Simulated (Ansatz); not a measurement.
One change: `F[SiH]1[O][SnH2]1` becomes `N[SiH]1[O][SnH2]1`.

Ansatz, PBE0-D4/def2-TZVP geometries, multiplicity 1. Each molecule was computed in one conformer, which needn't be the lowest.

Elements past krypton have def2 core potentials.

```
                                          property  `F[SiH]1[O][SnH2]1`
             HOMO energy (ωB97M-V/def2-TZVPP) / eV                -9.02
size of the dipole moment (ωB97M-V/def2-TZVPP) / D                 2.43
               HOMO energy (B3LYP/def2-TZVPP) / eV                -6.87
  size of the dipole moment (B3LYP/def2-TZVPP) / D                 2.37
              HOMO–LUMO gap (PBE0/def2-TZVPP) / eV                 5.12
                LUMO energy (PBE0/def2-TZVPP) / eV                -1.91
```

What does the change do to each property? (An estimate is asked.)

Computed: 
| property | `N[SiH]1[O][SnH2]1` | shift |
| --- | --- | --- |
| HOMO energy (ωB97M-V/def2-TZVPP) / eV | -8.28 | 0.74 |
| size of the dipole moment (ωB97M-V/def2-TZVPP) / D | 3.45 | 1.02 |
| HOMO energy (B3LYP/def2-TZVPP) / eV | -6.16 | 0.71 |
| size of the dipole moment (B3LYP/def2-TZVPP) / D | 3.47 | 1.10 |
| HOMO–LUMO gap (PBE0/def2-TZVPP) / eV | 4.87 | -0.25 |
| LUMO energy (PBE0/def2-TZVPP) / eV | -1.44 | 0.47 |

With PBE0 the HOMO rises by 0.72 eV and the LUMO rises by 0.47 eV, so the gap narrows by about 0.25 eV. PBE moves the HOMO by 0.67 eV and ωB97M-V by 0.74 eV. Dipoles are sizes alone; their direction can turn.

B3LYP here is the variant with VWN-RPA as its local correlation; programs differ in this.
